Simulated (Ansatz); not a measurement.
C₃H₂N₃, SMILES [c]1ncncn1, multiplicity 2.

Coordinates come from a B3LYP-D3(BJ)/def2-SVP optimisation. The isomer is the one that the SMILES or the coordinates give; other isomers of the formula were not compared.

Two levels are set side by side: PBE/def2-TZVPD (Ansatz, a program for electronic structure) and CAM-B3LYP/def2-TZVPD (Ansatz). Energy differences of separate SCF runs at the same geometry; the states with an electron removed or added have multiplicity 1 and 1. Differences are taken from unrounded values.

```
quantity                         CAM-B3LYP
-------------------------------  ---------
vertical ionisation energy (eV)       9.58
vertical electron affinity (eV)       0.76
```

Question: What does PBE give, and how far is it from CAM-B3LYP? (Estimate from the structure and the level; the computed values follow.)

Answer: 
| quantity | PBE | PBE minus CAM-B3LYP |
|---|---|---|
| vertical ionisation energy (eV) | 8.81 | -0.77 |
| vertical electron affinity (eV) | 0.61 | -0.15 |
